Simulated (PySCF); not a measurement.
C2H7NOSe. Atoms are numbered in the order given.

```xyz
12

Se     0.6507     0.4641     0.3413
O     -0.4733     1.8427    -0.0774
H     -1.0536     1.9650     0.6848
N     -0.2103    -1.0131    -0.2113
C     -1.3355    -1.4933     0.5594
C     -0.3141    -1.2566    -1.6344
H     -2.2834    -0.9808     0.3004
H     -1.4786    -2.5718     0.3753
H     -1.1424    -1.3503     1.6313
H     -0.4525    -2.3363    -1.8156
H     -1.1645    -0.7200    -2.0973
H      0.6089    -0.9356    -2.1349
```

The structure is a stationary point at PBE0-D3(BJ)/def2-SVP. One conformer was computed; it need not be the lowest.

Calculation: PBE/pcSseg-1 run with PySCF.

GIAO shieldings, no solvent; atoms listed in one row are averaged. δ = σ(ref) − σ: ⁷⁷Se against Me2Se (σ = 1634.8 ppm); ¹⁷O against H2O (σ = 334.3 ppm); ¹H against TMS (σ = 31.49 ppm); ¹⁵N against NH3 (σ = 267.0 ppm); ¹³C against TMS (σ = 182.0 ppm), references at their B3LYP-D3(BJ)/def2-TZVP geometries, non-relativistic.

Computed chemical shifts:
| nucleus | atoms | count | δ (ppm) |
|---|---|---|---|
| ⁷⁷Se | Se1 | 1 | 1644.7 |
| ¹⁷O | O2 | 1 | 66.9 |
| ¹H | H10, H11, H12 | 3 | 3.56 |
| ¹H | H7, H8, H9 | 3 | 3.46 |
| ¹H | H3 | 1 | 3.36 |
| ¹⁵N | N4 | 1 | 114.4 |
| ¹³C | C5, C6 | 2 | 54.1 |
